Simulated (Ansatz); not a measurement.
**Question.** Predict a relaxed structure of [As7]3- (As7³⁻), charge -3, singlet, at r2SCAN-D4/def2-SVPD (Ansatz).

**Answer.** 
Cartesian coordinates in Å:
```
As 0.139 -1.886 -0.278
As 1.078 -0.444 -2.022
As 0.589 1.669 -1.086
As 0.686 1.301 1.466
As 1.221 -0.985 1.728
As -1.590 1.312 0.250
As -2.123 -0.968 -0.059
```
Point group C3v (tolerance 0.1 Å). This is one stationary point.

A multiply charged anion in the gas phase is held together partly by the finite basis. The highest occupied level of the charge -3 singlet lies above zero (up to 6.93 eV). The electron is either unbound and held by the finite basis, or the level is raised by self-interaction error.
